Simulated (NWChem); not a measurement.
C4H7O, doublet; SMILES O=C([CH]C)C

```xyz
12

C      0.0269    -2.0527    -0.0003
C      0.6589    -0.7076    -0.0003
C     -0.1183     0.5108    -0.0008
C      0.6343     1.8353    -0.0012
O     -1.3577     0.4805    -0.0008
H     -1.0613    -1.9593    -0.0001
H      0.3386    -2.6367     0.8783
H      0.3383    -2.6364    -0.8793
H      1.7453    -0.6338    -0.0001
H      1.2835     1.9177    -0.8819
H     -0.0826     2.6587    -0.0065
H      1.2773     1.9223     0.8835
```
Atoms are numbered in this order, from 1.

Results from NWChem. Spin-unrestricted. All runs use the structure optimised with B3LYP/6-31G* (spherical d), spin-unrestricted. No stability test was run on the SCF state. Fermi-contact couplings, non-relativistic, static geometry.

Question: What does the run give for BHandHLYP/pcJ-1? Quantities: A(iso) 13C atom 1 (MHz); A(iso) 13C atom 2 (MHz); A(iso) 13C atom 3 (MHz); A(iso) 17O atom 5 (MHz); A(iso) 1H atom 8 (MHz); A(iso) 1H atom 9 (MHz); <S²>.

Answer: The A(iso) 13C atom 1 (MHz) is -32.8 and the A(iso) 13C atom 2 (MHz) is 93.5. The A(iso) 13C atom 3 (MHz) is -58.2, the A(iso) 17O atom 5 (MHz) is -36.5 and the A(iso) 1H atom 8 (MHz) is 95.5. The A(iso) 1H atom 9 (MHz) comes out as -61.8 and the <S²> is 0.784.
